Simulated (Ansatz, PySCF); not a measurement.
Al(GeH3)(H)(OMe) (CH₇AlGeO), SMILES C[O][AlH][GeH3]. Atoms are numbered in the order given.

```xyz
11

Al     1.2578    -0.0034    -0.2536
Ge    -0.7084     0.0392     1.2591
H     -0.7352    -1.1838     2.2091
H     -0.7107     1.2892     2.1735
H     -2.0599     0.0414     0.5049
H      2.7665     0.0174     0.2112
O      1.0194    -0.0605    -1.9365
C     -0.0249    -0.0956    -2.8642
H      0.0372    -1.0096    -3.4818
H     -1.0237    -0.0782    -2.3861
H      0.0365     0.7701    -3.5479
```

The structure is a stationary point at B3LYP-D3(BJ)/def2-SVP. The structure was generated by enumeration; whether it is a known compound was not checked. Other conformers were not sampled.

Vertical ionisation energy (IE) and electron affinity (EA) in eV. Rows of orbital energies are one-electron estimates. Where ΔSCF, EOM or ADC give a negative EA the extra electron is unbound and the value depends on the basis.

```json
[
 {"level": "−ε(HOMO), −ε(LUMO), CAM-B3LYP/def2-TZVP (PySCF)", "IE": "8.68", "EA": "0.42"},
 {"level": "−ε(HOMO), −ε(LUMO), PBE/def2-TZVP (PySCF)", "IE": "6.23", "EA": "2.13"},
 {"level": "ΔSCF, PBE0/def2-SVPD (Ansatz), final states of multiplicity 2 and 2", "IE": "9.31", "EA": "-0.08"},
 {"level": "ΔSCF, PBE/def2-SVPD (Ansatz), final states of multiplicity 2 and 2", "IE": "8.97", "EA": "-0.05"}
]
```

### Question
What vertical singlet–triplet gap does ΔSCF give with PBE0/def2-SVPD (Ansatz, a program for electronic structure) and with PBE/def2-SVPD (Ansatz)? (Estimate from the structure and the level; the computed values follow.)

### Answer
4.16 and 3.87 eV (triplet above singlet where positive).
